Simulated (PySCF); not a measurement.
C7H5FO2.
Z-matrix (Å and degrees, PBE0-D3(BJ)/def2-SVP geometry), rows numbered from 1:
```
O 
C   1  1.2064
O   2  1.3340  1  122.38
C   2  1.4883  1  123.18  3   179.92
C   4  1.4025  2  116.65  1    -0.71
C   5  1.3877  4  121.49  2   179.94
C   6  1.3963  5  119.43  4    -0.08
C   7  1.3904  6  120.29  5     0.08
C   8  1.3915  7  119.66  6     0.01
F   9  1.3240  4  121.16  2     0.15
H   3  0.9696  2  105.81  1    -0.07
H   5  1.0918  4  116.93  2    -0.06
H   6  1.0915  5  120.18  4   179.94
H   7  1.0925  6  120.26  5  -179.93
H   8  1.0914  7  121.95  6  -179.97
```

The closed-shell ground state was solved at several levels (PySCF, density fitting, gas phase, non-relativistic).

```
          level  basis functions  HOMO (eV)  LUMO (eV)  gap (eV)  dipole (D)
B3LYP/def2-SVPD              249      -7.41      -1.93      5.48        2.05
  PBE0/pcSseg-1              195      -7.60      -1.65      5.95        1.87
    B3LYP/pcJ-1              320      -7.35      -1.80      5.55        1.86
```

Problem. Estimate the row for KT3/pcSseg-1, a basis of 195 functions; the other rows only guide the guess.

Solution. HOMO -6.50 eV, LUMO -2.39 eV, gap 4.11 eV, dipole 1.76 D.

Problem. Over all these levels, which gives the widest orbital gap and which the narrowest?

Solution. PBE0/pcSseg-1 (global hybrid, 25 % exact exchange) has the widest, 5.95 eV, and KT3/pcSseg-1 (GGA) the narrowest, 4.11 eV. The two share the basis. From the narrowest to the widest the HOMO moves by -1.10 eV and the LUMO by +0.74 eV.

Problem. How far do the dipole and the HOMO energy spread over the levels?

Solution. The dipole runs from 1.76 to 2.05 D (mean 1.89 D) and the HOMO from -7.60 to -6.50 eV.

One conformer stands for the species.
